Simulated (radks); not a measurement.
Values are calculated unless marked as measured or tabulated.
Problem. All-electron atom: Se II in [Ar] 3d8 4s2 4p3 4d2 (not the ground configuration). Level of theory: Dirac Kohn-Sham, revPBE, spin-unpolarised, spherical densities, point nucleus; open shells fill j = l - 1/2 first (a radial shooting solver on a logarithmic mesh with Libxc functionals). Some entries of the table are withheld. Estimate them.

| orbital | occ. | eigenvalue (eV) | r(max) (bohr) | <r^2> (bohr^2) |
|---|---|---|---|---|
| 1s1/2 | 2 | -12550.64 | 0.02879 | 0.002616 |
| 2s1/2 | 2 | -1657.970 | 0.1645 | 0.04518 |
| 2p1/2 | 2 | -1492.214 | 0.1296 | 0.03485 |
| 2p3/2 | 4 | -1450.483 | 0.1328 | 0.03631 |
| 3s1/2 | 2 | -257.0485 | 0.4985 | 0.3654 |
| 3p1/2 | 2 | -200.1646 | 0.4896 | 0.3776 |
| 3p3/2 | 4 | -193.9882 | 0.4978 | 0.3903 |
| 3d3/2 | 4 | -96.1694 | 0.4395 | 0.4199 |
| 3d5/2 | 4 | -95.1682 | 0.4420 | 0.4247 |
| 4s1/2 | 2 | -37.5321 | 1.380 | (1) |
| 4p1/2 | 2 | -24.1714 | (2) | 3.665 |
| 4p3/2 | 1 | -23.4998 | (3) | 3.783 |
| 4d3/2 | 2 | -6.5312 | 2.261 | 10.81 |
| 4d5/2 | 0 | -6.4881 | 2.274 | 10.93 |

Solution. 
(1) 4s1/2 <r^2> (bohr^2): 2.787
(2) 4p1/2 r(max) (bohr): 1.530
(3) 4p3/2 r(max) (bohr): 1.554
